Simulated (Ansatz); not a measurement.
Species: SnO$_{2}$H$_{3}$, charge 0, doublet. SnO2H3 (SMILES [O][SnH2][OH], doublet).
B3LYP-D3(BJ)/def2-TZVP minimum from Ansatz (a quantum-chemistry and plane-wave program):
```xyz
6

Sn     0.2706     0.0203    -0.0221
O     -0.8645     1.5911     0.4802
O     -0.9002    -1.5547    -0.2117
H      1.3034    -0.3822     1.2645
H      0.9428     0.4814    -1.5234
H     -1.6592    -1.4066    -0.7857
```
Charge 0, spin multiplicity 2.

Wanted: atomisation energy (electronic, to ground-state atoms), in kJ/mol. UHF or UKS for unpaired electrons; spin-orbit terms are left out. Correlated methods leave the cores frozen (noble-gas shells, and filled d and f shells in the p block). Past Kr the def2 sets carry scalar-relativistic core potentials. CBS(X,Y): correlation extrapolated as X^-3, Hartree-Fock from the larger set. A bracket is a step between two methods taken in the basis named. For partners of very few electrons the exact lower level stands in for a higher one. Spin-orbit terms, left out, reach several kcal/mol for Br and I, and more for heavier atoms.

CCSD(T)/CBS(def2-TZVPP,def2-QZVPP) + [CCSDT(Q) - CCSD(T)]/def2-SVP (Ansatz) gives 1627.5 kJ/mol.

Problem. What does PBE/def2-TZVPD (Ansatz) give here, and how do the other levels compare?

Solution. PBE gives 1621.1 kJ/mol, 6.4 kJ/mol below it. Differences of the others: r2SCAN/def2-TZVPD (Ansatz) -21.0; PBE0/def2-TZVPD (Ansatz) -68.4; wB97M-V/def2-TZVPD (Ansatz) -28.9; B2PLYP/def2-TZVPD (Ansatz) -55.0; CCSD(T)/CBS(def2-TZVPP,def2-QZVPP) (Ansatz) -4.5 kJ/mol.
